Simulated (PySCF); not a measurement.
## Frontier orbitals and the lowest excitations

3-chlorobenzoyl chloride, C₇H₄Cl₂O.
Z-matrix (Å and degrees, GFN2-xTB geometry), rows numbered from 1:
```
O 
C   1  1.1895
Cl  2  1.7693  1  118.85
C   2  1.4683  1  126.61  3  -179.97
C   4  1.3979  2  116.80  1     0.07
C   5  1.3812  4  120.06  2   179.97
C   6  1.3853  5  120.35  4     0.02
C   7  1.3886  6  119.39  5    -0.01
Cl  8  1.7255  7  119.58  6   180.00
C   8  1.3841  7  121.10  6    -0.00
H   5  1.0788  4  118.79  2    -0.04
H   6  1.0789  5  120.02  4  -179.98
H   7  1.0786  6  120.75  5  -179.99
H  10  1.0779  4  120.51  2     0.02
```

Level of theory: PySCF 2.14.0, density-fitted response routines, TDDFT PBE0/def2-SVPD, vertical, gas phase, core orbitals frozen in the response.

Frontier orbitals with the atoms that hold most of them (Löwdin shares over 4%, at most four atoms; ? is withheld):

```
orbital  ε (eV)                            atoms
 LUMO+2    0.20  Cl9 28%, Cl3 14%, C8 10%, C2 7%
 LUMO+1   -1.18  C6 19%, C8 18%, C10 18%, C5 18%
   LUMO       ?                                ?
   HOMO   -7.82                                ?
 HOMO-1   -8.48  C7 20%, C6 19%, C4 19%, C10 17%
 HOMO-2   -8.74    O1 52%, Cl3 30%, C2 6%, C4 4%
 HOMO-3   -9.48          Cl9 57%, Cl3 24%, C8 6%
```

(1) Which atoms hold the HOMO, and with what shares?

(2) Which atoms hold the LUMO, and with what shares?

(3) What is the LUMO energy, and the HOMO–LUMO gap?

Answers

(1) Cl9 (bonded to C) 27%; C8 (bonded to 2 C and Cl) 19%; C5 (bonded to 2 C and H) 18%; C10 (bonded to 2 C and H) 10%. By element: carbon 46% or more, chlorine 27% or more.

(2) C2 (bonded to C, Cl and O) 20%; O1 (bonded to C) 18%; C7 (bonded to 2 C and H) 13%; C4 (bonded to 3 C) 11%. By element: carbon 45% or more, oxygen 18%.

(3) ε(LUMO) = -2.56 eV; the gap is 5.26 eV (0.1931 hartree).

Problem. The HOMO–LUMO gap is 5.26 eV. Where does the response calculation put the lowest singlet, and from which orbitals?

Solution. S1 is at 4.40 eV (f = 0.035), 0.86 eV below the gap, made of HOMO→LUMO (90%). 

Problem. Give energy, strength and leading configuration of S1, S2 and S3, and follow the Löwdin shares of the leading atoms from the occupied to the empty orbital.

Solution. 
- S1 (4.40 eV, f 0.035), HOMO→LUMO (90%): Cl9 27% → at most 12%, C8 19% → at most 12%, C2 at most 10% → 20%, O1 at most 10% → 18%
- S2 (4.43 eV, f 0.0000), HOMO-2→LUMO (94%): O1 52% → 18%, Cl3 30% → at most 12%, C2 6% → 20%
- S3 (5.19 eV, f 0.189), HOMO-1→LUMO (81%): C7 20% → 13%, C6 19% → at most 12%, C2 at most 17% → 20%, O1 at most 17% → 18%

One conformer stands for the species.
